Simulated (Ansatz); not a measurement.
Species: NO, net charge 0, quartet state. The spin state was set by rule; other spins were not relaxed. 
Coordinates optimised at B3LYP-D3(BJ)/def2-TZVP (Ansatz, a program for electronic structure):
SMILES: [N][O]
```xyz
2

N      0.0000     0.0000    -0.7573
O      0.0000     0.0000     0.6627
```
Charge 0, spin multiplicity 4.

Quantity: vertical ionisation energy (to the triplet state of charge +1; each state is the SCF solution reached for its spin; the UHF <S^2> is 2.77 for the triplet (pure: 2.00); for the triplet T1 is 0.107), in eV. Cores are frozen in the correlated levels unless marked. Open shells are spin-unrestricted. No spin-orbit coupling. No relativistic terms. CBS marks a two-point X^-3 extrapolation of the correlation energy; Hartree-Fock from the larger set. The program attaches cautions to a run behind CCSD(T)/CBS(aug-cc-pVTZ,aug-cc-pVQZ): large difference.

CCSD(T)/CBS(aug-cc-pVTZ,aug-cc-pVQZ) (Ansatz) gives 11.74 eV.

Question: Another calculation gave 11.69 eV. Which level was it?
(A) CAM-B3LYP/def2-TZVPD (Ansatz)
(B) PBE/def2-TZVPD (Ansatz)
(C) SVWN5/def2-TZVPD (Ansatz)
(D) PBE0/def2-TZVPD (Ansatz)

Answer: B, PBE/def2-TZVPD (Ansatz). The others give 12.12 (PBE0), 12.27 (CAM-B3LYP), 11.93 (SVWN5) eV.
